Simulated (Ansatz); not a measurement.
The same path of CH4AlNS (8 atoms, charge 0, multiplicity 1) was run twice with different band settings. The coordinate that changes most is the dihedral N2–C3–S4–H8.

Method: Ansatz, RKS PBE-D4/6-31G*.

Relaxed end points:

```xyz
8
Properties=species:S:1:pos:R:3
Al -0.181 1.958 -0.481
N -0.250 0.230 -0.084
C -0.191 -0.987 0.206
S 1.357 -1.857 0.528
H -0.077 2.338 -2.028
H -0.284 2.983 0.738
H -1.075 -1.650 0.295
H 0.793 -3.072 0.769
```

```xyz
8
Properties=species:S:1:pos:R:3
Al -0.073 1.758 -0.426
N -0.332 0.046 -0.046
C -0.530 -1.163 0.223
S 0.714 -2.408 0.609
H 0.141 2.131 -1.964
H -0.067 2.777 0.803
H -1.532 -1.636 0.257
H 1.772 -1.562 0.488
```

Common settings: spring 5.0 eV/Å²; optimiser quadratic models (default); start path through a guess of the saddle point; force threshold 0.03 eV/Å; iteration limit 60; end points relaxed.

| run | movable images | climbing image |
| --- | --- | --- |
| 1 | 5 | yes |
| 2 | 6 | no |

(1) What does each run give, and how far can it be trusted?

## Answers

(1) Run 1: converged after 33 iterations, highest image 0.328 eV above the first end. A vibrational analysis at the climbing image gives one clearly imaginary mode, 353i cm⁻¹: a first-order saddle point.
Run 2: converged after 28 iterations, highest image 0.321 eV above the first end. No image climbed, so the highest image needn't sit at the top of the path.
